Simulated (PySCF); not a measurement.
Delta-SCF ions had no search for a lower state. Excitations are Tamm–Dancoff values on a coarser integration grid. The basis has no diffuse functions, so Rydberg states are missing or too high.

Z-matrix (Å, degrees):
```
Sn
C 1 2.1767
H 2 1.1003 1 110.33
H 2 1.1003 3 108.62 1 -120.80
H 2 1.1004 3 108.71 4 -118.09
C 1 2.1777 2 109.29 3 -58.72
H 6 1.1003 1 110.23 2 -63.29
H 6 1.1003 7 108.62 1 -121.03
H 6 1.1003 7 108.61 8 -118.05
C 1 2.1858 2 110.66 3 61.55
H 10 1.1026 1 107.49 2 -56.84
H 10 1.1026 11 106.49 1 -114.88
C 10 1.5304 11 110.97 12 -120.87
H 13 1.1029 10 111.73 11 -61.15
H 13 1.1029 14 107.01 10 122.61
H 13 1.1042 14 107.01 15 114.43
C 1 2.1865 2 109.18 3 -177.38
H 17 1.1028 1 107.44 2 -178.27
H 17 1.1028 18 106.49 1 -114.91
C 17 1.5305 18 110.90 19 -120.82
H 20 1.1030 17 111.72 18 178.98
H 20 1.1030 21 107.00 17 -122.58
H 20 1.1042 21 107.01 22 -114.42
```
Charge 0, spin multiplicity 1.

**Question.** What is the computed total energy, vertical ionisation energy (Delta-SCF), dipole moment, T1 excitation (TDA) and S1–T1 gap (TDA) (PySCF 2.14.0 with TPSSh-D3(BJ)/def2-TZVP // B3LYP-D3(BJ)/def2-SVP)?

**Answer.** 
```json
{
 "total_energy": "-12316.79 eV",
 "vertical ionisation energy (Delta-SCF)": "8.51 eV",
 "dipole_moment": "0.22 D",
 "T1 excitation (TDA)": "5.90 eV",
 "S1–T1 gap (TDA)": "0.47 eV"
}
```
